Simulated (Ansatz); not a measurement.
# Four-centre ligand exchange

Start structure (CH$_{8}$OSn, singlet), relaxed at PBE0-D4/def2-TZVP:

```csv
atom,x (Å),y (Å),z (Å)
Sn1,-0.7854,1.5336,0.6732
O2,-0.3814,-0.0176,1.8218
H3,-1.8586,0.8981,-0.4782
H4,-1.5009,2.7410,1.6496
H5,0.6740,2.0917,-0.0174
H6,0.5277,-1.4256,-0.1804
C7,0.7429,-1.4910,-1.2474
H8,0.1342,0.2116,2.5977
H9,1.3021,-2.4037,-1.4526
H10,1.3367,-0.6304,-1.5575
H11,-0.1914,-1.5078,-1.8088
```

The step: SnH₄O ([OH][SnH3]) + CH₄ → CH₆Sn ([CH3][SnH3]) + H₂O; bonds formed: Sn1–C7, O2–H6; bonds broken: Sn1–O2, H6–C7. Program: Ansatz 0.2.0. Basis: def2-TZVPP and def2-QZVPP. Cores are frozen in the correlated methods. Filled d shells of the heavier atoms are correlated. Core potentials replace the inner electrons of the atoms past krypton. The def2 sets are not built for correlating such inner shells, so the correlated values are less sure here. Extrapolation: Hartree–Fock as exp(−7.88 √X), correlation as X^−2.97. Energies below are by CCSD(T) at an estimated basis limit (MP2 extrapolated from triple and quadruple zeta, plus CCSD(T) − MP2 in triple zeta).

What are the electronic barrier and the energy of the step, from the start structure to the end structure? (An estimate is asked for; the value comes from the calculation.)

By the calculation: Barrier 50.51 kcal/mol; step energy 6.85 kcal/mol (uphill); reverse barrier, their difference, 43.66 kcal/mol. Barrier and step energy count from the start structure, the reverse barrier from the end structure.

The saddle point: One imaginary mode of 1254i cm⁻¹.
```
  pair  start (Å)  saddle (Å)  end (Å)
Sn1–C7       3.90        2.52     2.13
 O2–H6       2.61        1.16     0.96
Sn1–O2       1.97        2.20     3.27
 H6–C7       1.09        1.46     3.96
```

Zero-point energy (harmonic, PBE0-D4): ZPE is 49.46 kcal/mol at the start and 47.55 kcal/mol at the saddle, so the barrier goes from 50.51 to 48.60 kcal/mol.

No T1 diagnostic of these runs exceeds 0.014.

Labels in which every atom is bracketed show which atoms are joined, not bond orders.

For scale, one of the runs: CCSD(T)/def2-TZVPP, 224 basis functions, launched by `ansatz run in.yaml --threads 4 --pin off --events-out ev --progress --plain --max-ram 9574MiB`. Time: 2.4 min of wall clock on 4 CPU threads of an Intel Xeon; the host was shared. Peak host memory: 4.1 GiB.
